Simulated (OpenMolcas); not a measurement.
**Fe5+, Ru5+, Os5+: d3 down the group**

| Property | Result |
| --- | --- |
| Program | OpenMolcas |
| Method | MS-RASPT2, IPEA 0.25 Eh, imaginary shift 0.1 Eh |
| Basis | ANO-RCC-VQZP |
| Scalar Hamiltonian | DKH2, point nucleus |
| Spin-orbit coupling | state interaction with AMFI integrals over the reference wave functions, term energies averaged over their components |

Active space for each ion: 9 electrons in 8 orbitals (RAS1 p, at most 2 holes; RAS2 d); closed shells correlated by CASPT2: Fe5+ 3s; Ru5+ 4s; Os5+ 5s.

Computed levels in cm-1 above 4F 3/2:

| Level | Fe5+ | Ru5+ | Os5+ |
| --- | --- | --- | --- |
| 4F 5/2 | 533 | 1430 | 6530 |
| 4F 7/2 | 1250 | 3160 | 11660 |
| 4F 9/2 | 2130 | 5030 | 14940 |
| 4P 1/2 | 19480 | 13790 | 17250 |
| 4P 5/2 | 20330 | 16020 | 25580 |
| 2G 7/2 | 20980 | 16000 | 23450 |
| 2G 9/2 | 21700 | 16970 | 37810 |
| 2P 1/2 | 27000 | 20360 | 29480 |
| 2H 9/2 | 29000 | 22190 | 24560 |
| weight of 4F in the lowest level (%) | 100 | 98 | 82 |

Mixed levels, with the weight of the term that names them: Ru5+ 2G 9/2 (71 %), Ru5+ 2H 9/2 (74 %), Os5+ 4F 9/2 (56 %), Os5+ 4P 1/2 (67 %), Os5+ 2G 9/2 (57 %), Os5+ 2P 1/2 (67 %), Os5+ 2H 9/2 (56 %).

Measured, with the error of the calculation in %. Measured levels: Fe5+ from Corliss and Sugar, J. Phys. Chem. Ref. Data 11, 135 (1982); Os5+ from the list in Brasseur, Palmeri and Quinet, Atoms 13, 11 (2025).

```
 Level          Fe5+          Os5+
4F 5/2    511 (+4.3)   6397 (+2.1)
4F 7/2   1188 (+5.2)  11444 (+1.9)
4F 9/2   2001 (+6.2)  14678 (+1.8)
4P 1/2  18738 (+3.9)  16772 (+2.9)
4P 5/2  19611 (+3.7)  24828 (+3.0)
2G 7/2  20616 (+1.7)  22920 (+2.3)
2G 9/2  21315 (+1.8)  37019 (+2.1)
2P 1/2  26496 (+1.9)  28860 (+2.1)
2H 9/2  28724 (+1.0)  24028 (+2.2)
```

The fine-structure level 4F 9/2 changes by a factor of 7.01 from Fe5+ to Os5+.

Without spin-orbit coupling 4P lies 18790, 12220, 11680 cm-1 above 4F in that order; the difference to the level 4P 1/2, of either sign, comes from spin-orbit coupling, which also lowers the zero.

CASPT2 breaks the degeneracy within a term, and the mean is taken; among the terms shown or strongly mixed into the levels shown the widest spread is 1600 cm-1 (4d3 4F, Ru5+). Active for correlation alone: 3p; no level in the range computed is led by a configuration that opens it, so any true level of that kind is missing (holds for Fe5+). Active for correlation alone: 4p; no level in the range computed is led by a configuration that opens it, so any true level of that kind is missing (holds for Ru5+). Active for correlation alone: 5p; no level in the range computed is led by a configuration that opens it, so any true level of that kind is missing (holds for Os5+). Computed and measured levels are paired by configuration, term and J; levels that our copy of the source lacks, or whose pairing is in doubt (as where it misses far off the trend of its configuration), stay unpaired and out of the deviations. Levels of configurations outside the active space are missing.
